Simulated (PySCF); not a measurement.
**Worked example: the barrier**

An elementary step of SiH₂SF₂, singlet (SiF₂ + H₂S → SiH₂SF₂ ([F][SiH]([F])[SH]); bonds formed: Si1–H4, Si1–S5; bonds broken: H4–S5). “Start” is the structure reached by relaxing down from the saddle towards the reactants; PBE0-D4/def2-TZVP structures. The saddle:

| atom | x (Å) | y (Å) | z (Å) |
| --- | --- | --- | --- |
| Si1 | 0.3108 | -0.8124 | 0.3422 |
| F2 | -1.2097 | -1.1561 | 0.6769 |
| F3 | 0.7042 | -1.7074 | -0.9150 |
| H4 | 0.9698 | 0.6624 | 0.4947 |
| S5 | 0.0569 | 1.3358 | -0.7741 |
| H6 | -0.8319 | 1.6778 | 0.1753 |

Program: PySCF 2.14 with density fitting (its default auxiliary sets; JK sets also for MP2 and CCSD(T)). Basis: def2-TZVPP and def2-QZVPP. Cores are frozen in the correlated methods.

Energies in eV:

| quantity | saddle | start |
| --- | --- | --- |
| Hartree–Fock, triple zeta (X = 3) | -24127.00960 | -24128.84182 |
| Hartree–Fock, quadruple zeta (X = 4) | -24127.85257 | -24129.67159 |
| MP2 correlation, X = 3 | -22.31679 | -21.63469 |
| MP2 correlation, X = 4 | -24.41290 | -23.69989 |
| CCSD(T) correlation, X = 3 | -23.87930 | -23.26865 |

Problem. Work out the barrier at the basis limit: extrapolate Hartree–Fock as E(X) = E∞ + A exp(−7.88 √X) and the MP2 correlation as E(X) = E∞ + B X^−2.97 (the exponents that Neese and Valeev fitted for def2-TZVPP and QZVPP), then add CCSD(T) − MP2 in triple zeta.

Solution. Each step is linear, so take the differences first (saddle − start): Hartree–Fock 1.83222 (X = 3) and 1.81902 (X = 4); MP2 correlation -0.68210 and -0.71301; CCSD(T) correlation -0.61065.
Two points give E∞ = E(4) + w [E(4) − E(3)], with w = 1/(exp(7.88 (2 − √3)) − 1) = 0.1377 for Hartree–Fock and w = 1/((4/3)^2.97 − 1) = 0.7407 for the correlation.
Hartree–Fock: 1.81902 + 0.1377 × (-0.01320) = 1.8172 eV.
MP2 correlation: -0.71301 + 0.7407 × (-0.03091) = -0.7359 eV.
CCSD(T) − MP2: -0.61065 − (-0.68210) = 0.0715 eV.
Sum: 1.8172 + (-0.7359) + 0.0715 = 1.1528 eV, or 26.58 kcal/mol. Plain CCSD(T) in triple zeta gives 1.2216 eV, so the larger basis shifts the result by -0.0688 eV.

T1 diagnostic: at most 0.016. The restricted Hartree–Fock reference is unstable towards an unrestricted one at one or more of these structures.

Losses and insertions of silylenes and their heavier kin drive the gas-phase chemistry of silicon and germanium vapour deposition.

Labels in which every atom is bracketed show which atoms are joined, not bond orders.

For scale, one of the runs: CCSD(T)/def2-TZVPP, 174 basis functions, launched by `OMP_NUM_THREADS=4 python run.py`. The run took 2.2 min on 4 CPU threads of an AMD EPYC 7B13 (shared host), with 1.8 GiB of host memory at its peak.
